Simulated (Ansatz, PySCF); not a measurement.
Molecule: sum formula H4SiO2, net charge 0, singlet state. SMILES: O[SiH2]O
Structure (B3LYP-D3(BJ)/def2-TZVP (Ansatz, a quantum-chemistry and plane-wave program) minimum search):
```xyz
7

Si    -0.2925    -0.2931     0.1712
O     -0.7095     1.2473    -0.2304
O      1.2327    -0.7182    -0.2769
H     -1.1896    -1.1614    -0.6019
H     -0.4295    -0.4631     1.6397
H     -0.4451     1.9714     0.3410
H      1.9733    -0.4760     0.2832
```

Quantity: vertical ionisation energy (to the doublet state of charge +1; each state is the SCF solution reached for its spin), in eV. Cores are frozen in the correlated levels unless marked. UHF or UKS for open shells. No spin-orbit coupling. No relativistic terms. 

```csv
level,program,vertical ionisation energy (eV)
HF/aug-cc-pV(Q+d)Z,Ansatz,11.56
SVWN5/def2-TZVPD,Ansatz,10.97
r2SCAN/def2-TZVPD,Ansatz,11.07
wB97M-V/def2-TZVPD,Ansatz,11.62
MP2/aug-cc-pV(Q+d)Z,Ansatz,11.93
SCS-MP2/aug-cc-pV(D+d)Z,Ansatz,11.85
CCSD/aug-cc-pV(D+d)Z,Ansatz,11.82
CCSD/aug-cc-pV(Q+d)Z,Ansatz,12.00
CCSD(T)/aug-cc-pV(Q+d)Z,Ansatz,11.88
```

For comparison, minus the highest occupied orbital energy (PySCF): 7.44 eV at PBE/def2-TZVPD, 10.34 eV at M06-2X/def2-TZVPD.
